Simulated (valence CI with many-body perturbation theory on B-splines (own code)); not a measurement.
Results of a calculation; reference values are marked as such.
## From CI to CI+MBPT in Au LIX

Method: configuration interaction combined with many-body perturbation theory (CI+MBPT): three valence electrons over a frozen Dirac-Fock core [Ar], radial functions for each j: 9 s, 9 p, 10 d, 8 f, 5 g, 3 h, 1 i, with the one-electron correlation potential Σ1 (screened to all orders), the two-electron term Σ2, the three-electron term Σ3, Breit, model QED; selected single and double excitations, second order for the rest (own B-spline code, finite nucleus).

The last digits are not significant, and no measured levels were compared; by estimate large intervals hold to a few tenths of a per cent, small ones and those within an open d or f shell to about a per cent. The list stops below the first excitations out of the core. Only levels of the ground parity were solved; by the run's estimate the other parity begins above the list, which can be wrong where configurations are misplaced.

Each rung adds one term. CI alone is the Dirac-Coulomb CI over the frozen core; QED comes last and gives the full result, which names the levels. Energies are above (3d3/2^3) J=3/2 on the same rung, in cm⁻¹.

Levels are named by their leading jj configuration (3d3/2^4 stands for four electrons in 3d with j = 3/2), which in mixed levels can hold well under half, so a name can repeat and another be missing. Letters in brackets count levels of one name in rising energy.

| Level | CI alone | Σ1 | Σ2 | Σ3 | Breit | QED | Full |
| --- | --- | --- | --- | --- | --- | --- | --- |
| (3d3/2^2 3d5/2) J=5/2 [a] | 750272 | +2539 | +4404 | +127 | -19847 | +2140 | 739635 |
| (3d3/2^2 3d5/2) J=3/2 | 803268 | +2539 | +1216 | +1162 | -16696 | +2120 | 793609 |
| (3d3/2^2 3d5/2) J=9/2 | 850172 | +2573 | +4490 | -113 | -35345 | +2136 | 823914 |
| (3d3/2^2 3d5/2) J=7/2 | 850995 | +2601 | +2851 | +13 | -30291 | +2162 | 828330 |
| (3d3/2^2 3d5/2) J=1/2 | 855180 | +2568 | -1075 | +1495 | -19238 | +2130 | 841060 |
| (3d3/2^2 3d5/2) J=5/2 [b] | 1068890 | +2708 | -3501 | +436 | -18400 | +2193 | 1052320 |
| (3d3/2 3d5/2^2) J=7/2 [a] | 1578650 | +5086 | +6921 | +204 | -41493 | +4267 | 1553640 |
| (3d3/2 3d5/2^2) J=9/2 | 1628480 | +5130 | +7210 | +315 | -50726 | +4292 | 1594700 |
| (3d3/2 3d5/2^2) J=3/2 [a] | 1664220 | +5129 | +2365 | -138 | -33697 | +4275 | 1642160 |
| (3d3/2 3d5/2^2) J=1/2 | 1692880 | +5147 | +572 | +1686 | -36484 | +4283 | 1668090 |
| (3d3/2 3d5/2^2) J=11/2 | 1718080 | +5160 | +7054 | +371 | -58995 | +4287 | 1675950 |
| (3d3/2 3d5/2^2) J=5/2 [a] | 1704680 | +5110 | +1140 | -26 | -37013 | +4244 | 1678140 |
| (3d3/2 3d5/2^2) J=7/2 [b] | 1795760 | +5172 | +389 | +634 | -46284 | +4269 | 1759940 |
| (3d3/2 3d5/2^2) J=5/2 [b] | 1792480 | +5216 | -291 | -131 | -40465 | +4310 | 1761120 |
| (3d3/2 3d5/2^2) J=3/2 [b] | 1969920 | +5298 | -4426 | +526 | -31632 | +4318 | 1944010 |

The middle columns are the shifts that each term adds.

**Question.** How does the ionisation energy move along the ladder, and which term matters most?

**Answer.** CI alone 5991.8, + Σ1 5994.5, + Σ2 6000.8, + Σ3 6000.8, + Breit 5994.6, + QED 5995.0 eV. The largest step is Σ2, 6.2 eV, with Breit about as large (-6.2). NIST lists 5994 ± 6 eV (theoretical).
